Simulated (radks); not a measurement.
Task: Spherical jellium clusters: N electrons in a uniform positive sphere of charge N and radius rs N^(1/3), rs unknown. Method: non-relativistic Kohn-Sham, exchange-only LDA, spin-polarised, spherical densities; computed with a radial shooting solver with Libxc functionals. Levels are named by radial order and angular momentum (1s, 1p, 1d, 2s, ...), and open shells are averaged over m. Each electron was tried in the lowest free levels, single moves between levels near the top were tried too, and the lowest total energy was kept; such a search can miss a lower state. IP is vertical, at fixed background; rs is in bohr. The values of IP (eV) for N = 2 to 12 are 5.400, 3.702, 4.601, 5.135, 3.942, 4.618, 5.045, 3.060, 3.515, 3.868, 4.154. Estimate rs.

Result: rs = 2.94 bohr. A metal sphere has IP near W + 1/(2R) hartree with R = rs N^(1/3), and both terms fall as rs grows; shell closures ride on that trend.
